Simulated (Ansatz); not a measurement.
System: bis(disilanyl)silane, Si$_{5}$H$_{12}$, net charge 0, singlet state. 
Structure (B3LYP-D3(BJ)/def2-TZVP (Ansatz, a program for electronic structure) minimum search):
```xyz
17

Si     3.0315    -0.6826    -0.5894
Si     2.0446     0.7655     0.9674
Si    -0.1656     1.2060     0.3233
Si    -1.3158    -0.8045    -0.0369
Si    -3.5600    -0.4128    -0.5860
H      4.4636    -0.9164    -0.2817
H      2.9256    -0.1055    -1.9519
H      2.3215    -1.9842    -0.5742
H      2.0388     0.1168     2.3040
H      2.8301     2.0231     1.0658
H     -0.8724     2.0093     1.3542
H     -0.1621     1.9846    -0.9424
H     -1.2332    -1.6428     1.1872
H     -0.6484    -1.5438    -1.1393
H     -4.2255     0.3118     0.5239
H     -3.6340     0.4246    -1.8080
H     -4.2900    -1.6805    -0.8326
```
Charge 0, spin multiplicity 1.

Basis-set convergence of Hartree-Fock and CCSD correlation energies (hartree) with Ansatz. Cores are frozen in the correlated levels unless marked. No spin-orbit coupling. No relativistic terms.

| basis | functions | E(HF) | E(corr, CCSD) |
|---|---|---|---|
| cc-pV(D+d)Z | 175 | -1451.65821 | -0.62658 |
| cc-pV(T+d)Z | 363 | -1451.71635 | -0.74359 |
| cc-pV(Q+d)Z | 680 | -1451.73273 | -0.78059 |

Extrapolating the two largest sets (X = 3 and 4) as X^-3: E(corr) = (64·(-0.78059) - 27·(-0.74359))/37 = -0.8076 Eh, an estimate of the basis-set limit. The largest set recovers 96.7 % of it, the smallest 77.6 %.
